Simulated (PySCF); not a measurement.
# Br: excitation energy

Br [Ar] 3d10 4s2 4p5 (2P) → Br [Ar] 3d10 4s1 4p5 4d1 (high-spin determinant), as a difference of total energies. Calculation: PySCF 2.14, in aug-cc-pVQZ-PP with ECP10MDF; scalar relativity through the core potential. Correlated levels: valence: 3s2 3p6 3d10 frozen. The calculations carry no spin-orbit coupling.

| method | excitation energy (eV) |
| --- | --- |
| UHF | 23.863 |
| LDA | 23.119 |
| PBE | 22.719 |
| PBE0 | 23.211 |
| r2SCAN | 23.236 |
| B2PLYP | 23.302 |
| M06-L | 23.065 |
| BP86 | 22.761 |
| wB97X | 23.884 |
| MP2 (valence) | 23.302 |
| SCS-MP2 (valence) | 23.263 |

Problem. How much does correlation contribute at MP2 (valence)?

Solution. 23.302 − (23.863) = -0.561 eV, measured against UHF.

The upper state lies above the first ionisation limit, where it may autoionise and the basis confines it.

The promoted electron is Rydberg-like, and one or two diffuse shells describe it only roughly, which tends to raise the upper state.

In the upper state the promoted electron has a positive orbital energy at LDA, PBE, r2SCAN, M06-L, BP86, so the basis confines it.

The determinant of the upper state mixes LS terms, which raises its energy above the lowest term, most at the Hartree-Fock and MP2 levels.
